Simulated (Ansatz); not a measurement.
Born–Oppenheimer molecular dynamics of CH7BN2 (11 atoms, charge 0, multiplicity 1). It starts from a relaxed structure.

Level of theory: Ansatz, RKS PBE0-D4/def2-SVP.

```yaml
ensemble: NVT, Langevin thermostat
time_step: 1 fs
steps_asked: 166
set_temperature: 700 K
friction: 0.02 /fs
seed: 644371
```

First frame:

```xyz
11
Properties=species:S:1:pos:R:3
B -0.040 0.000 0.023
N -0.029 -0.101 1.438
H -0.856 -0.215 2.007
H 0.827 -0.082 1.971
C 1.333 0.120 -0.767
H 1.716 -0.883 -1.021
H 1.226 0.671 -1.715
H 2.116 0.623 -0.177
N -1.263 -0.031 -0.694
H -2.171 -0.140 -0.266
H -1.298 0.039 -1.700
```

(1) What does the run give?

(2) What happens to the structure?

(3) How do temperature and energy run in time?

## Answers

(1) The run went to its last step.

```json
{"steps done": "166", "time covered": "166 fs", "mean temperature over the second half": "640 K", "spread of the potential energy over the second half": "14.8 meV per atom", "mean potential energy of the second half above the start": "72.8 meV per atom"}
```

A run of 0.17 ps of so small a system gives no equilibrium averages.

(2) The same pairs are bonded in the first frame and the last. Pairs count as bonded within 1.25 times the sum of covalent radii (0.12 Å more for H–H). Another seed would give other details.

(3) 
```csv
time (fs),T (K),potential energy less start (eV)
0,636,0.000
8,348,0.585
16,558,0.715
24,525,0.755
32,614,0.793
40,740,0.746
48,627,0.919
56,633,0.878
64,572,0.853
72,667,0.699
80,519,0.910
88,684,0.693
96,725,0.618
104,474,0.744
112,422,0.789
120,698,0.538
128,818,0.669
136,706,0.939
144,711,0.906
152,854,0.778
160,575,1.045
```

Time of the run: 5.4 min on 2 threads of AMD EPYC 7R43 64-Core Processor (Zen 3) (shared host), peak memory 0.18 GiB.
